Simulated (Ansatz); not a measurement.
Ansatz (a program for electronic structure) input (RPA@PBE/cc-pV(T+d)Z):
A basis named .json is the Basis Set Exchange file of that set.

Ansatz 0.2 input:
```yaml
crystal:
  periodic: [false, false, false]
  atoms:
    - {symbol: Si, position_ang: [-0.13787063, -0.07998322, 0.00730338]}
    - {symbol: F, position_ang: [0.25878282, -0.10208609, -1.62908327]}
    - {symbol: C, position_ang: [-1.59006674, -0.84013768, 0.61141655]}
    - {symbol: C, position_ang: [1.46419382, -0.83553323, 0.70827019]}
    - {symbol: C, position_ang: [-0.08787494, 1.80223066, 0.29642646]}
    - {symbol: H, position_ang: [-1.64825189, -1.91985398, 0.74007185]}
    - {symbol: H, position_ang: [-2.56315789, -0.36495765, 0.49730019]}
    - {symbol: H, position_ang: [1.43511707, -1.92573711, 0.61440985]}
    - {symbol: H, position_ang: [1.57671761, -0.59988683, 1.76952098]}
    - {symbol: H, position_ang: [2.35199730, -0.47874324, 0.17610715]}
    - {symbol: H, position_ang: [0.02786011, 2.03241948, 1.35852935]}
    - {symbol: H, position_ang: [-1.02573828, 2.25652306, -0.03858175]}
    - {symbol: H, position_ang: [0.72908652, 2.27941771, -0.25453462]}
basis:
  gaussian:
    orbitals: cc-pV_T+d_Z.json
hamiltonian:
  xc: pbe
total_charge: -1
magnetization: {spin_polarized: false}
correlation: {method: rpa, electrons: outside_noble_gas}
```

End of the output:

```
integrals: 0.77 GiB planned
1538 factors; integrals over basis functions are off by at most 1.3e-3 eV
mean field: 1.86 GiB planned
mean field evaluation 1: about -13810.9150 eV, gradient 8.9e1 eV
mean field evaluation 2: about -13810.9060 eV, gradient 8.9e1 eV
mean field evaluation 4: about -13826.0827 eV, gradient 3.7e1 eV
mean field evaluation 8: about -13829.4352 eV, gradient 6.9e-1 eV
mean field evaluation 16: about -13829.4351 eV, gradient 2.9e-4 eV
mean field -13829.43508349 eV, -508.2223653903 hartree, gradient 2.4e-6 eV, S^2 0.000000; 0 other end points of the search recorded, 0 dependent functions left out
9 core orbitals not correlated
reference -13788.66411402 eV, -506.7240598979 hartree; 16, 16 occupied and 246, 246 virtual orbitals, 1538 factors
Total energy: -13830.07349144 eV, -508.2458264499 hartree
```

It need not be the lowest isomer of its formula. Whether it binds its extra electron was not tested at this geometry.
